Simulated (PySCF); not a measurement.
# Frontier orbitals and the lowest excitations

Compound: C₄H₁₅Al₂NO₂.
SMILES with atom numbers: `[CH3:1][N:2]([CH3:3])[AlH-:4]1[O+:5]([CH3:6])[AlH2-:7][O+:8]1[CH3:9]` (hydrogens: H10, H11, H12 on C1; H13, H14, H15 on C3; H16 on Al4; H17, H18, H19 on C6; H20, H21 on Al7; H22, H23, H24 on C9)

Geometry (PBE0-D3(BJ)/def2-SVP, Å), atoms numbered from 1 in this order:
```
atom  x, y, z in Å
C1     1.6808   -0.3499    1.2148
N2     1.4628   -0.4300   -0.2049
C3     2.6420   -0.7981   -0.9405
Al4   -0.1251   -0.0871   -0.9693
O5    -0.9386    1.4606   -0.3201
C6    -0.5214    2.8003   -0.4492
Al7   -2.3511    0.7160    0.6336
O8    -1.5211   -0.8292    0.0178
C9    -1.7596   -2.1893    0.2973
H10    2.4493    0.4050    1.4831
H11    0.7555   -0.0723    1.7459
H12    2.0254   -1.3151    1.6423
H13    3.0380   -1.7887   -0.6336
H14    3.4703   -0.0718   -0.8035
H15    2.4291   -0.8521   -2.0205
H16   -0.2297   -0.2618   -2.5410
H17   -1.1241    3.3264   -1.2067
H18   -0.6198    3.3263    0.5137
H19    0.5366    2.8360   -0.7507
H20   -3.7612    0.9803   -0.0537
H21   -2.1484    0.8909    2.2053
H22   -2.5035   -2.6077   -0.3995
H23   -2.1303   -2.3090    1.3278
H24   -0.8224   -2.7591    0.2015
```

Computed with PySCF 2.14.0, density-fitted response routines, TDDFT CAM-B3LYP/def2-SVPD, vertical, gas phase, core orbitals frozen in the response.

Kohn–Sham orbitals with the atoms that hold most of them (Löwdin shares over 4%, at most four atoms; ? is withheld):

```csv
orbital,ε (eV),atoms
LUMO+2,1.30,"Al7 41%, Al4 18%, C3 6%, H21 5%"
LUMO+1,0.77,"Al7 26%, Al4 25%, C9 5%, C6 4%"
LUMO,0.59,?
HOMO,-7.30,"N2 57%, C3 10%, C1 10%, Al4 5%"
HOMO-1,-9.09,?
HOMO-2,-9.76,"H16 33%, Al4 26%, N2 10%, H20 6%"
HOMO-3,-10.38,"O8 32%, O5 31%, C9 9%, C6 9%"
```

(1) Give the leading atoms of the HOMO-1.

(2) Which atoms hold the LUMO, and with what shares?

(3) How does S1 compare with the orbital gap of 7.89 eV?

(4) Give energy, strength and leading configuration of S2 and S4, and follow the Löwdin shares of the leading atoms from the occupied to the empty orbital.

## Answers

(1) Al7 (bonded to 2 O and 2 H) 29%; H21 (bonded to Al) 24%; H20 (bonded to Al) 22%; O5 (bonded to 2 Al and C) 7%. By element: hydrogen 46% or more, aluminium 29% or more, oxygen 7% or more.

(2) Al7 (bonded to 2 O and 2 H) 24%; C6 (bonded to O and 3 H) 10%; C9 (bonded to O and 3 H) 9%; H21 (bonded to Al) 7%. By element: aluminium 24% or more, carbon 18% or more, hydrogen 7% or more.

(3) S1 is at 5.46 eV (f = 0.0006), 2.43 eV below the gap, made of HOMO→LUMO+1 (57%), HOMO→LUMO+2 (21%), HOMO→LUMO+5 (13%). Its leading pair isn't HOMO and LUMO; the energies of that pair differ by 8.07 eV. 

(4) 
- S2 (5.64 eV, f 0.071), HOMO→LUMO (78%): N2 57% → at most 8%, C3 10% → at most 8%, Al7 at most 5% → 24%, C6 at most 5% → 10%
- S4 (6.43 eV, f 0.0000), HOMO-1→LUMO (82%): Al7 29% → 24%, H21 24% → 7%, C6 at most 7% → 10%

One conformer stands for the species.

Without π bonds the low states are Rydberg-like; a valence basis with one diffuse set may place them up to an eV too high.
